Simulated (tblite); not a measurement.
C₆H₁₆BNS.
Numbering: `[CH3:1][S:2][C@@H:3]1[BH2-:4][N+:5]([CH3:6])([CH3:7])[CH2:8][CH2:9]1` (hydrogens: H10, H11, H12 on C1; H13 on C3; H14, H15 on B4; H16, H17, H18 on C6; H19, H20, H21 on C7; H22, H23 on C8; H24, H25 on C9)

Computed with GFN2-xTB (tblite), gas phase: L-BFGS steps from a force-field or distance-geometry start until the largest atomic force falls under 0.01 eV/Å.

At the end of the run (lengths in Å): B4–N5 1.638, C1–H10 1.087, C9–H25 1.092, C6–H18 1.086, C7–H21 1.094, C7–H20 1.088, N5–C8 1.468, C3–B4–N5 99.6°, C1–S2–C3 100.2°, B4–N5–C8 102.6°, S2–C3–B4 113.4°, C1–S2–C3–B4 -167°, S2–C3–B4–N5 -100°, C3–B4–N5–C6 79°, H13–C3–B4–N5 143°, H14–B4–C3–S2 17°.

Problem. These geometries were met on the way; a selection of coordinates is given. Order them by energy above the end point, lowest first.
A. B4–N5 1.575, C1–H10 1.115, C9–H25 1.120, C6–H18 1.114, C7–H21 1.120, C7–H20 1.113, N5–C8 1.479, C3–B4–N5 105.8°, C1–S2–C3 94.9°, B4–N5–C8 105.0°, S2–C3–B4 110.1°, C1–S2–C3–B4 -168°, S2–C3–B4–N5 -126°, C3–B4–N5–C6 105°, H13–C3–B4–N5 112°, H14–B4–C3–S2 -4°
B. B4–N5 1.662, C1–H10 1.089, C9–H25 1.092, C6–H18 1.087, C7–H21 1.096, C7–H20 1.088, N5–C8 1.477, C3–B4–N5 101.3°, C1–S2–C3 98.1°, B4–N5–C8 106.4°, S2–C3–B4 111.2°, C1–S2–C3–B4 -166°, S2–C3–B4–N5 -127°, C3–B4–N5–C6 104°, H13–C3–B4–N5 116°, H14–B4–C3–S2 -12°
C. B4–N5 1.646, C1–H10 1.082, C9–H25 1.085, C6–H18 1.087, C7–H21 1.085, C7–H20 1.090, N5–C8 1.493, C3–B4–N5 103.2°, C1–S2–C3 97.2°, B4–N5–C8 104.9°, S2–C3–B4 110.5°, C1–S2–C3–B4 -167°, S2–C3–B4–N5 -127°, C3–B4–N5–C6 104°, H13–C3–B4–N5 114°, H14–B4–C3–S2 -9°
D. B4–N5 1.638, C1–H10 1.087, C9–H25 1.092, C6–H18 1.085, C7–H21 1.093, C7–H20 1.088, N5–C8 1.469, C3–B4–N5 100.4°, C1–S2–C3 98.9°, B4–N5–C8 103.4°, S2–C3–B4 116.6°, C1–S2–C3–B4 -160°, S2–C3–B4–N5 -113°, C3–B4–N5–C6 85°, H13–C3–B4–N5 130°, H14–B4–C3–S2 5°
E. B4–N5 1.662, C1–H10 1.086, C9–H25 1.091, C6–H18 1.086, C7–H21 1.096, C7–H20 1.088, N5–C8 1.471, C3–B4–N5 101.5°, C1–S2–C3 100.4°, B4–N5–C8 104.2°, S2–C3–B4 113.9°, C1–S2–C3–B4 -164°, S2–C3–B4–N5 -127°, C3–B4–N5–C6 99°, H13–C3–B4–N5 115°, H14–B4–C3–S2 -11°

Solution. D (0.050 eV), E (0.082 eV), B (0.134 eV), C (0.224 eV), A (0.465 eV).

| step | E above end (eV) | rms distance from the end, all atoms (Å) | largest force (eV/Å) | rms shift of all bonds from the end (Å) |
| --- | --- | --- | --- | --- |
| 66 | 0.050 | 0.264 | 0.091 | 0.002 |
| 32 | 0.082 | 0.478 | 0.058 | 0.006 |
| 8 | 0.134 | 0.509 | 0.194 | 0.006 |
| 2 | 0.224 | 0.512 | 0.461 | 0.010 |
| 0 | 0.465 | 0.515 | 1.633 | 0.022 |

Rows stand in the order of the answer.
